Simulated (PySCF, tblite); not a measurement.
Species: C6H8F3OP.
Z-matrix (Å and degrees, GFN2-xTB geometry), rows numbered from 1:
```
C 
P   1  1.8303
O   2  1.4637  1  114.38
C   2  1.8248  1  104.63  3  -130.39
C   4  1.3258  2  110.36  1   -97.74
C   5  1.5007  4  124.45  2   178.79
F   6  1.3374  5  113.30  4     0.76
F   6  1.3475  5  111.53  4  -119.44
F   6  1.3438  5  112.14  4   121.79
C   5  1.5047  4  118.60  2     0.53
C  10  1.5274  5  107.55  4   -15.88
H   1  1.0884  2  107.66  3    58.47
H   1  1.0883  2  108.05  3   -58.65
H   1  1.0853  2  111.92  3   179.52
H   4  1.0770  2  124.51  1    82.83
H  10  1.0941  5  108.60  4   104.56
H  10  1.0925  5  110.26  4  -138.19
H  11  1.0923  2  105.71  1  -155.60
H  11  1.0888  2  112.54  1   -37.79
```

Computed, not measured: PBE0/pcSseg-1 in PySCF (dipole) on a GFN2-xTB geometry, gas phase.

Masses are those of the commonest isotopes; rigid-rotor values at the optimised geometry. The values belong to one conformer with, in the numbering `[CH3:1][P@:2]1(=[O:3])[CH:4]=[C:5]([C:6]([F:7])([F:8])[F:9])[CH2:10][CH2:11]1`, C1–P2–C4–C5 -98°, C4–C5–C10–C11 -16°, C5–C10–C11–P2 23°, C1–P2–C11–C10 86°.

Task: Give the principal moments of inertia and the rotational constants in cm⁻¹.

Result: Ia = 255.22, Ib = 942.09, Ic = 972.36 u·Å²; 505379 MHz·u·Å²/I gives 1980, 536.4 and 519.7 MHz, that is A = 0.06605, B = 0.01789, C = 0.01734 cm⁻¹.

Task: What kind of rotor is it?

Result: A near-prolate asymmetric top; Ray's κ = -0.977.

Task: Is it planar, by Δ = Ic − Ia − Ib?

Result: Not planar: Δ = Ic − Ia − Ib = -224.95 u·Å². For a rigid frame Δ = −2 Σ m c², so Σ m c² = 112.48 u·Å² lies off the ab plane: 15.37 from hydrogen and 97.11 from heavier atoms. The atom farthest from that plane is 2.34 Å away.

Task: Give the other two planar moments, Paa and Pbb, and the rms extents of the mass along the axes.

Result: Paa = Σ m a² = (Ib + Ic − Ia)/2 = 829.62 and Pbb = Σ m b² = (Ia + Ic − Ib)/2 = 142.75 u·Å². With the mass M = 184.03 u, the rms extents √(P/M) along a, b and c are 2.12, 0.88, 0.78 Å.

Task: Which lines would a microwave search look for?

Result: The dipole components are |μa| = 0.19 D, |μb| = 1.90 D, |μc| = 2.94 D. The squared components, which scale the intensities, stand as 0.00 : 0.42 : 1.00 (a : b : c). Some lines, for components of 0.1 D or more:

```csv
type,branch,"J(Ka,Kc)",MHz,lower level (cm⁻¹)
b,R,"2(0,2) ← 1(1,1)",669,0.083
a,R,"1(0,1) ← 0(0,0)",1056,0.000
c,Q,"1(1,1) ← 1(0,1)",1444,0.035
b,Q,"1(1,0) ← 1(0,1)",1460,0.035
b,Q,"2(1,1) ← 2(0,2)",1477,0.106
a,R,"2(1,2) ← 1(1,1)",2096,0.083
b,R,"1(1,1) ← 0(0,0)",2500,0.000
c,R,"1(1,0) ← 0(0,0)",2517,0.000
b,R,"2(1,2) ← 1(0,1)",3539,0.035
b,Q,"2(2,0) ← 2(1,1)",4331,0.155
b,R,"2(2,1) ← 1(1,0)",6460,0.084
c,R,"2(2,1) ← 1(1,1)",6477,0.083
b,R,"2(2,0) ← 1(1,1)",6477,0.083
```

Its GFN2-xTB frequencies are all real (lowest 27 cm⁻¹). These are rigid-rotor constants of the computed structure; measured ground-state constants (B0) also hold zero-point vibration. A rigid rotor knows nothing of internal rotation, which can split or shift real lines.

Rough CPU time on one thread of a shared machine: about 3 min (with the writing of density and orbital grids). This is the PBE0/pcSseg-1 job that gave the dipole, with the shieldings it also computed.
